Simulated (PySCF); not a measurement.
C2H8N2OSi, SMILES C/C=N\[Si@H](N)O.

The structure is a stationary point at PBE0-D3(BJ)/def2-SVP. The structure was generated by enumeration; whether it is a known compound was not checked. Other conformers were not sampled.

All values below come from PBE/def2-TZVP run with PySCF.

The molecule is in vacuum.

Computed frontier levels, gap, dipole moment and polarisability:
```yaml
highest_occupied_level: -5.34 eV
lowest_empty_level: -1.54 eV
orbital_gap: 3.80 eV
dipole_moment: 1.59 D
quadrupole, principal values (traceless, Buckingham form, about the centre of nuclear charge): -6.39, -3.83, 10.22 D·Å
mean_static_polarisability: 71.9 bohr³ (10.65 Å³)
polarisability_principal_values: 57.4, 63.5, 94.8 bohr³
```
